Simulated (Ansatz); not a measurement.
Gas-phase electronic energies from Ansatz, PBE0-D4/def2-TZVP geometries. CBS: MP2 limit from def2 TZ/QZ plus the TZ coupled-cluster correction, frozen cores. Functionals use def2-TZVPP. Each species was taken in one conformer, which may not be the lowest.

Reaction (redistribution): `COB(C)F` + `C=N[SiH](N)O` → `C=NB(C)F` + `CO[SiH](N)O`

`COB(C)F`:

Cartesian coordinates in Å:
```
C 1.130 0.865 0.809
O 0.914 0.664 -0.568
B -0.082 -0.093 -1.070
C -1.159 -0.871 -0.235
F -0.112 -0.154 -2.403
H 2.119 0.486 1.073
H 1.100 1.936 1.019
H 0.381 0.362 1.425
H -0.696 -1.589 0.449
H -1.844 -1.416 -0.884
H -1.751 -0.191 0.386
```

`C=N[SiH](N)O`:

Z-matrix (Å, degrees):
```
Si
N 1 1.735
O 1 1.647 2 107.0
N 1 1.709 2 114.0 3 121.1
H 1 1.482 2 107.0 3 -121.5
C 2 1.258 1 125.1 3 -0.0
H 3 0.958 1 116.3 2 167.6
H 4 1.008 1 120.2 2 -55.9
H 4 1.008 1 118.7 2 85.7
H 6 1.100 2 123.9 1 0.2
H 6 1.097 2 120.2 1 -179.8
```

`C=NB(C)F`:

```xyz
10

C    -1.102   -0.963   -1.488
N    -0.721   -0.586   -0.370
B     0.130   -0.296    0.684
C     0.851    1.085    0.842
F     0.278   -1.229    1.641
H    -0.421   -1.408   -2.225
H    -2.150   -0.870   -1.793
H     0.554    1.561    1.782
H     1.933    0.930    0.903
H     0.647    1.777    0.025
```

`CO[SiH](N)O`:

Cartesian coordinates in Å:
```
C -1.420 -0.278 -1.418
O -0.774 0.493 -0.431
Si 0.645 0.084 0.266
N 1.041 1.097 1.573
O 0.440 -1.469 0.762
H -1.664 -1.277 -1.044
H -2.345 0.229 -1.697
H -0.799 -0.383 -2.315
H 1.756 0.201 -0.714
H 0.403 1.214 2.344
H 1.563 1.941 1.402
H 1.155 -1.852 1.272
```

```csv
species,PBE0 energy (Eh)
`COB(C)F`,-279.66075
`C=N[SiH](N)O`,-515.74549
`C=NB(C)F`,-258.55146
`CO[SiH](N)O`,-536.85665
```

(1) Work out ΔE.

Largest T1 diagnostic among the species: 0.013.

## Answers

(1) ΔE = (-258.55146) + (-536.85665) − (-279.66075) − (-515.74549) = -0.00187 Eh = -4.9 kJ/mol. CCSD(T)/CBS gives +0.5 kJ/mol.
